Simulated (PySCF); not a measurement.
# Fractional electron number in Ru+ (ruthenium, charge +1)

The 4d beta orbital of [Kr] 4d7 is emptied in steps (occupation f), with all orbitals relaxed, ending at [Kr] 4d6. Computed with PySCF 2.14 in def2-TZVPPD with the def2 core potential (28 electrons), with scalar relativity through the core potential. The exact energy is a straight line in f; departures are measured from the line between the end points of the same method.

```tsv
f	CAM-B3LYP (eV)
1	0.000
0.9	-0.200
0.7	-0.473
0.5	-0.570
0.3	-0.485
0.1	-0.210
0	0.000
```

| method | E(f=0) − E(f=1) (eV) | −ε at f=1 (eV) | −ε at f=0.5 (eV) |
| --- | --- | --- | --- |
| CAM-B3LYP | 16.923 | 14.711 | 16.889 |

Orbital energy along the path (eV):

```tsv
f	CAM-B3LYP
1	-14.711
0.9	-15.130
0.7	-15.992
0.5	-16.889
0.3	-17.818
0.1	-18.781
0	-19.277
```

Reference removal energy between the ground levels: 16.76 ± 0.06 eV (semi-empirical (NIST evaluation); NIST Atomic Spectra Database, ionization energies). The calculation has no spin-orbit coupling. The determinant left behind need not be the lowest term of the ion.
